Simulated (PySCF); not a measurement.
## Bond curve of RbSe

Set-up: Rb def2-TZVPP with ECP28, Se def2-TZVPP; scalar-relativistic core potentials (PySCF 2.14). Energies in eV from Rb + Se in their ground configurations at the same level. State: ²Π (doublet), unpaired electrons π ↑.

All columns are PBE0. A positive dipole means Rb(−)Se(+).

```json
{"R (Å)": "2.699", "E (eV)": "-1.923", "μ (D)": "-9.16", "Mulliken charge on Rb (basis-dependent)": "0.70", "HOMO (eV)": "-4.72", "LUMO (eV)": "-2.42", "Mayer bond order": "0.57", "⟨S²⟩": "0.75"}
{"R (Å)": "2.824", "E (eV)": "-2.206", "μ (D)": "-9.70", "Mulliken charge on Rb (basis-dependent)": "0.70", "HOMO (eV)": "-4.65", "LUMO (eV)": "-2.28", "Mayer bond order": "0.57", "⟨S²⟩": "0.75"}
{"R (Å)": "2.950", "E (eV)": "-2.357", "μ (D)": "-10.24", "Mulliken charge on Rb (basis-dependent)": "0.70", "HOMO (eV)": "-4.53", "LUMO (eV)": "-2.16", "Mayer bond order": "0.57", "⟨S²⟩": "0.75"}
{"R (Å)": "3.044", "E (eV)": "-2.409", "μ (D)": "-10.63", "Mulliken charge on Rb (basis-dependent)": "0.70", "HOMO (eV)": "-4.44", "LUMO (eV)": "-2.08", "Mayer bond order": "0.57", "⟨S²⟩": "0.75"}
{"R (Å)": "3.138", "E (eV)": "-2.421", "μ (D)": "-11.03", "Mulliken charge on Rb (basis-dependent)": "0.69", "HOMO (eV)": "-4.36", "LUMO (eV)": "-2.00", "Mayer bond order": "0.58", "⟨S²⟩": "0.75"}
{"R (Å)": "3.232", "E (eV)": "-2.405", "μ (D)": "-11.42", "Mulliken charge on Rb (basis-dependent)": "0.69", "HOMO (eV)": "-4.28", "LUMO (eV)": "-1.92", "Mayer bond order": "0.58", "⟨S²⟩": "0.75"}
{"R (Å)": "3.358", "E (eV)": "-2.351", "μ (D)": "-11.94", "Mulliken charge on Rb (basis-dependent)": "0.68", "HOMO (eV)": "-4.19", "LUMO (eV)": "-1.83", "Mayer bond order": "0.59", "⟨S²⟩": "0.75"}
{"R (Å)": "3.515", "E (eV)": "-2.249", "μ (D)": "-12.58", "Mulliken charge on Rb (basis-dependent)": "0.67", "HOMO (eV)": "-4.08", "LUMO (eV)": "-1.72", "Mayer bond order": "0.60", "⟨S²⟩": "0.76"}
{"R (Å)": "3.703", "E (eV)": "-2.100", "μ (D)": "-13.33", "Mulliken charge on Rb (basis-dependent)": "0.66", "HOMO (eV)": "-3.96", "LUMO (eV)": "-1.82", "Mayer bond order": "0.61", "⟨S²⟩": "0.76"}
{"R (Å)": "3.954", "E (eV)": "-1.882", "μ (D)": "-14.29", "Mulliken charge on Rb (basis-dependent)": "0.65", "HOMO (eV)": "-3.82", "LUMO (eV)": "-1.97", "Mayer bond order": "0.62", "⟨S²⟩": "0.76"}
```

A fit through these points gives, at Re = 3.128 Å, μ = -10.98 D and dμ/dR = -4.17 D/Å; the reduced mass is 41.17 u.

Question: How strong is the fundamental in the double-harmonic approximation, I = 42.26·(dμ/dR)²/μred km/mol?

Answer: I = 42.26·(-4.17)²/41.17 = 17.8 km/mol at PBE0.

Spin–orbit coupling is left out. The state was picked by a PBE0 search and need not be the measured ground state.
